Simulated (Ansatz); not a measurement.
**Forces on a displaced structure**

BH$_{2}$SeO (SMILES [BH][Se]O), doublet, displaced at random from a GFN2-xTB minimum.

```
atom    x (Å)    y (Å)    z (Å)
  B1  -1.2536  -0.3459  -0.5479
 Se2  -0.1350  -0.5540   0.7903
  O3   1.3886   0.6140   0.1962
  H4  -2.0835  -0.3008  -1.3206
  H5   2.0697   0.6024   0.8686
```

Computed with Ansatz 0.2.0 (basis: def2-TZVPP); correlated methods freeze the cores; orbitals are unrestricted. Filled d shells of the heavier atoms are correlated. The def2 sets are not built for correlating such inner shells, so the correlated values are less sure here.

CCSD(T) forces from the calculation:
```tsv
atom	Fx	Fy	Fz (eV/Å)
B1	0.249	-0.147	0.525
Se2	1.100	0.460	0.185
O3	-0.743	-0.147	-0.462
H4	-0.724	0.105	-0.839
H5	0.118	-0.271	0.591
```

Root-mean-square difference of the force components from those of CCSD(T): PBE0-D4 0.098; wB97M-V 0.132; r2SCAN-D4 0.054; PBE-D4 0.195; revPBE-D4 0.236; LC-wPBE 0.305 eV/Å.

The T1 diagnostic stays at or below 0.028. ⟨S²⟩ of the unrestricted Hartree–Fock references: 0.89 (a pure state has 0.75). The unrestricted reference is spin-contaminated, which hurts MP2 most. These are differences at one structure, and CCSD(T) in triple zeta is itself an approximation.

For scale, one of the runs: CCSD(T)/def2-TZVPP forces, 138 basis functions (an equivalent command: `ansatz run in.yaml --threads 4`). Time: 4.1 min of wall clock on 4 CPU threads; the host was shared. Peak host memory: 3.4 GiB.
